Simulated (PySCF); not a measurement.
# Electron correlation in Nd³⁺ (neodymium, charge +3)

[Xe] 4f3, one real determinant. Calculation: PySCF 2.14, in ANO-RCC-VTZP (8s7p5d3f2g1h, 104 functions); scalar relativity by spin-free X2C-1e. Frozen: [Kr] 4d10; 11 electrons correlated.

```json
{"level": "CCSD", "correlation energy (mhartree)": "-291.44"}
{"level": "(T)", "correlation energy (mhartree)": "-10.68"}
{"level": "CCSD(T)", "correlation energy (mhartree)": "-302.12"}
```

Diagnostics: T1 = 0.0062, D1 = 0.0167, largest double amplitude 0.166.

Problem. Is a single reference adequate?

Solution. Not fully. The real determinant used has ⟨L²⟩ near 34 against 42 for a pure I term, so it mixes terms. Spin-orbit coupling, absent here, splits the open shell strongly. A double-excitation amplitude exceeds 0.15, a sign of near-degeneracy.

The reference is one real determinant that mixes LS terms of this configuration.
